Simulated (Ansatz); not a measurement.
Mulliken charges of `[NH2][In]([Br])[Br]` from r2SCAN/def2-TZVPP in Ansatz (PBE0-D4/def2-TZVP geometry).

```csv
atom,x (Å),y (Å),z (Å),charge (e)
N1,-0.106,1.234,-0.258,-0.486
In2,0.112,-0.739,0.007,0.825
Br3,2.279,-1.685,0.645,-0.331
Br4,-1.713,-2.283,-0.527,-0.331
H5,-1.050,1.587,-0.187,0.162
H6,0.521,1.822,0.274,0.162
```

By hand: the dipole of these point charges (1 e Å = 4.8032 D).

Σ q r = (-0.129, 0.656, 0.106) e Å, of length 0.677 e Å = 3.25 D.

How does the dipole of the full density compare? (Estimate.)

Ansatz gave: (-0.122, 0.518, 0.152) e Å, 2.66 D; the point charges give 1.22 times that, at 7° from its direction.

Point charges leave out the atoms' own dipoles, such as those of lone pairs, and Mulliken's split depends on the basis, so the two needn't agree.
